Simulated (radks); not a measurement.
Results of a calculation; reference values are marked as such.
Task: The mean radii <r> (bohr) of the occupied orbitals of an atom or ion are listed with their occupations. Code: a radial shooting solver on a logarithmic mesh with Libxc functionals. Model: Dirac Kohn-Sham, BLYP, spin-unpolarised, spherical densities, point nucleus.

| orbital | occ. | <r> |
|---|---|---|
| 1s1/2 | 2 | 0.04549 |
| 2s1/2 | 2 | 0.2025 |
| 2p1/2 | 2 | 0.1746 |
| 2p3/2 | 4 | 0.1783 |
| 3s1/2 | 2 | 0.5980 |
| 3p1/2 | 2 | 0.6095 |
| 3p3/2 | 4 | 0.6201 |
| 3d3/2 | 4 | 0.6699 |
| 3d5/2 | 6 | 0.6744 |
| 4s1/2 | 2 | 1.744 |

Name the element and its charge. Open shells, if any, fill j = l - 1/2 first.

Result: Z = 33, arsenic, charge +3: As3+ in [Ar] 3d10 4s2. The 1s radius gives Z: for a bare nucleus <r> = (2 gamma + 1)/(2Z) with gamma = sqrt(1 - (Z/c)^2), 0.04456 bohr for Z = 33, and screening makes it slightly larger (0.04549 here). The occupations add up to 30, and the charge is Z minus that.
